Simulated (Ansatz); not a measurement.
One change: `OP[SiH2][SeH]` becomes `P[SiH2][SeH]`.

Ansatz, PBE0-D4/def2-TZVP geometries, multiplicity 1. Each molecule was computed in one conformer, which needn't be the lowest.

Scalar relativity is left out up to krypton.

```tsv
property	`OP[SiH2][SeH]`
LUMO energy (B3LYP/def2-TZVPP) / eV	-0.99
HOMO energy (PBE0/def2-TZVPP) / eV	-6.87
HOMO–LUMO gap (B3LYP/def2-TZVPP) / eV	5.67
HOMO energy (ωB97M-V/def2-TZVPP) / eV	-8.96
ideal-gas entropy at 298 K and 1 bar (rigid rotor, harmonic PBE0-D4/def2-TZVP) / J/(mol·K)	371
LUMO energy (PBE0/def2-TZVPP) / eV	-0.78
```

Q: Give the same properties after the change, and the shifts. (An estimate is asked.)

A: Computed: 
| property | `P[SiH2][SeH]` | shift |
| --- | --- | --- |
| LUMO energy (B3LYP/def2-TZVPP) / eV | -0.56 | 0.43 |
| HOMO energy (PBE0/def2-TZVPP) / eV | -7.11 | -0.24 |
| HOMO–LUMO gap (B3LYP/def2-TZVPP) / eV | 6.30 | 0.63 |
| HOMO energy (ωB97M-V/def2-TZVPP) / eV | -9.27 | -0.31 |
| ideal-gas entropy at 298 K and 1 bar (rigid rotor, harmonic PBE0-D4/def2-TZVP) / J/(mol·K) | 340 | -31 |
| LUMO energy (PBE0/def2-TZVPP) / eV | -0.33 | 0.45 |

With PBE0 the HOMO falls by 0.24 eV and the LUMO rises by 0.45 eV, so the gap widens by about 0.69 eV. PBE moves the HOMO by -0.20 eV and ωB97M-V by -0.31 eV. The zero-point energy changes by -16.7 kJ/mol with -3 modes. Modes under 60 cm⁻¹, often nearly free rotors, make the harmonic entropy too high.

B3LYP here is the variant with VWN-RPA as its local correlation; programs differ in this.

Spin–orbit coupling is left out; it splits and shifts lone-pair levels of the heavy atoms by tenths of an eV.
